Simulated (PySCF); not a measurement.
## Exercise with solution: oscillator strength and radiative lifetime

2-(1-methylpyrrol-2-yl)-1,3,4-oxadiazole (C₇H₇N₃O), SMILES Cn1cccc1-c1nnco1.

Geometry optimised at r2SCAN-D4/def2-SVP. The values are those of a single conformer.

PySCF 2.14.0 with TDA-PBE/def2-SVP puts the first singlet state with f over 0.02 at 4.59 eV (vertical), with the transition dipole (-0.083, 1.773, 0.000) in atomic units.

Problem. Find the oscillator strength, the wavelength and the radiative lifetime that this transition would have in vacuum if emission retraced absorption.

Solution. 
|μ|² = 3.1504 au, so |μ| = 4.51 D. ΔE = 4.59/27.211 = 0.1687 hartree. f = (2/3) ΔE |μ|² = 0.354 (the program prints 0.354).
λ = 1239.84/4.59 = 270 nm; ν = 37021 cm⁻¹.
Einstein's coefficient A = 0.6670 ν² f s⁻¹ (ν in cm⁻¹) = 3.2e8 s⁻¹, so τ = 1/A = 3.1 ns. This state is S2; the lower singlet has f = 0.000. The figure is the radiative limit of this one transition; relaxation, internal conversion, crossing to triplets and a medium change what is measured.
